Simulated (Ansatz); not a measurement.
Reaction (atomization): `F[Si](F)(F)[Ge]([Cl])([Cl])[Si](F)(F)F` → 2 Cl• + 6 F• + Ge• + 2 Si•

Computed with Ansatz on PBE0-D4/def2-TZVP structures; ΔE is electronic, products minus reactants. CCSD(T)/CBS is the MP2 limit (def2-TZVPP, def2-QZVPP) plus CCSD(T) − MP2 in def2-TZVPP, frozen cores. This one scheme is used for every species, atoms too. For atomizations the MP2-based limit and the directly extrapolated one differ by several kJ/mol either way, and by 10 to 25 for some Ge, Se and Sn compounds, so smaller differences from it don't rank the levels. DFT in def2-TZVPP. HSE06 is defined as in plane-wave codes. Open shells (•) are unrestricted, without spin–orbit coupling. Spin–orbit coupling would lower the free atoms: a little for Cl, F, Si; clearly for Ge. For Ge outer-core shells are correlated without core-valence functions, so the limit isn't a true one: a few kJ/mol of doubt a bond, and 10 to 20 or more in all where bonds break to atoms. Scalar relativity is left out up to krypton. Each species was taken in one conformer, which may not be the lowest.

| level | ΔE (eV) |
| --- | --- |
| LDA (SPW92) | 55.57 |
| revPBE-D4 | 46.91 |
| r2SCAN0-D4 | 46.69 |
| HSE06-D4 | 47.27 |
| BHLYP | 44.59 |
| RPA@PBE/def2-TZVPP | 42.61 |
| MP2/def2-SVP | 45.29 |
| HF/CBS(def2) | 35.24 |

Q: What does CCSD(T)/CBS give? (Estimate.)

A: Ansatz gave: +48.16 eV. The listed levels differ from it by 7.41, -1.25, -1.47, -0.89, -3.57, -5.55, -2.87, -12.92 eV.

Largest T1 diagnostic among the species: 0.012.

Leaving LDA and LC-ωPBE aside and taking each functional with its dispersion term where it has one, the values, not all of them listed here, spread over 3.32 eV, from BHLYP-D4 to PBE-D4. LDA lies +7.44 eV from PBE without D4, its usual overbinding. The D4 term adds +0.81 eV with B3LYP and +0.44 eV with PBE0; it sums over pairs of atoms, weighted by their polarisabilities, and B3LYP, whose exchange is more repulsive, gets the larger term. In def2-TZVPP, CCSD(T) changes the Hartree–Fock value by +11.54 eV (the triples alone add +0.97 eV) and MP2 by +14.18 eV; breaking electron pairs costs correlation energy, which Hartree–Fock lacks.

B3LYP here is the variant with VWN-RPA as its local correlation; programs differ in this.
